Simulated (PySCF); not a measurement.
# Magnetic susceptibility: `InChI=1S/CH11PSi3/c3-1-5-2-4/h2H,1,5H2,3-4H3`

Molfile (atoms numbered from 1):
```
CH11PSi3
     RDKit          3D

 16 15  0  0  0  0  0  0  0  0999 V2000
   -2.4569    0.6559    0.6099 Si  0  0  0  0  0  4  0  0  0  0  0  0
   -1.3482   -0.0103   -0.7608 C   0  0  0  0  0  0  0  0  0  0  0  0
   -0.2033   -1.4210   -0.2707 Si  0  0  0  0  0  4  0  0  0  0  0  0
    0.9313   -0.8261    1.6037 P   0  0  0  0  0  0  0  0  0  0  0  0
    2.0038    0.9288    0.6666 Si  0  0  0  0  0  4  0  0  0  0  0  0
   -3.3362    1.7449    0.0832 H   0  0  0  0  0  0  0  0  0  0  0  0
   -3.3204   -0.4374    1.1515 H   0  0  0  0  0  0  0  0  0  0  0  0
   -1.6289    1.2091    1.7238 H   0  0  0  0  0  0  0  0  0  0  0  0
   -0.7435    0.8227   -1.1594 H   0  0  0  0  0  0  0  0  0  0  0  0
   -1.9847   -0.3627   -1.5911 H   0  0  0  0  0  0  0  0  0  0  0  0
    0.7280   -1.7531   -1.3949 H   0  0  0  0  0  0  0  0  0  0  0  0
   -1.0044   -2.6411    0.0537 H   0  0  0  0  0  0  0  0  0  0  0  0
    2.0019   -1.7483    1.3906 H   0  0  0  0  0  0  0  0  0  0  0  0
    2.4653    0.6708   -0.7342 H   0  0  0  0  0  0  0  0  0  0  0  0
    1.0495    2.0784    0.6442 H   0  0  0  0  0  0  0  0  0  0  0  0
    3.1820    1.2867    1.5107 H   0  0  0  0  0  0  0  0  0  0  0  0
  1  2  1  0
  2  3  1  0
  3  4  1  0
  4  5  1  0
  1  6  1  0
  1  7  1  0
  1  8  1  0
  2  9  1  0
  2 10  1  0
  3 11  1  0
  3 12  1  0
  4 13  1  0
  5 14  1  0
  5 15  1  0
  5 16  1  0
M  END
```

Computed with PySCF 2.14.0, GIAO B3LYP/6-31G* magnetisability, rotational g tensor and spin-rotation constants, non-relativistic, gas phase. Geometry: PBE0-D3(BJ)/def2-SVP.

**Question.** What are the magnetisability and the molar susceptibility?

**Answer.** Isotropic -1538 × 10⁻³⁰ J/T², or -92.6 × 10⁻⁶ cm³/mol; principal values -1578, -1530, -1508 × 10⁻³⁰ J/T², anisotropy 62 × 10⁻³⁰ J/T² (root of half the summed squared differences of the principal values). The susceptibility is in cgs units.

**Question.** Split it along the inertial axes a, b, c into diamagnetic and paramagnetic parts about the centre of mass, with the quadrupole moment.

**Answer.** 
| axis | χ (10⁻⁶ cm³/mol) | diamagnetic (10⁻⁶ cm³/mol) | paramagnetic (10⁻⁶ cm³/mol) | summed x² of all electrons (Å²) | quadrupole Θ (D Å) |
| --- | --- | --- | --- | --- | --- |
| a | -93.5 | -658.9 | 565.5 | 236.6 | +2.42 |
| b | -93.1 | -1253.5 | 1160.4 | 96.5 | +0.18 |
| c | -91.4 | -1413.1 | 1321.8 | 58.8 | -2.60 |

Anisotropies 2χaa − χbb − χcc = -2.4 and 2χbb − χaa − χcc = -1.4 × 10⁻⁶ cm³/mol. Θ is traceless in Buckingham's convention.

**Question.** And the rotational g tensor?

**Answer.** 
```
axis  rotational constant (GHz)        g  nuclear part  electronic part
   a                     2.3602  -0.0278        0.5992          -0.6270
   b                     1.0732  -0.0121        0.5729          -0.5851
   c                     0.9440  -0.0107        0.5755          -0.5862
```
Asymmetric top; isotopes 12C, 1H, 31P, 28Si; no vibrational averaging.
